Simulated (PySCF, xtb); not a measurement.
C₃H₄O₂Si, SMILES C1=C[SiH2]OC1=O.

GFN2-xTB in xtb 6.7.1 at its own geometry gives an orbital gap of 3.36 eV and a dipole moment of 4.70 D.

Geometry optimised at PBE0-D3(BJ)/def2-SVP. This is a generated structure with no PubChem entry under its InChIKey; it may be hypothetical.

Q: What does PySCF with CAM-B3LYP/def2-TZVP give? (The exact figures need the calculation; the answer reports its results.)

A: gap 8.88 eV (levels -9.68 and -0.80 eV), dipole 4.59 D.
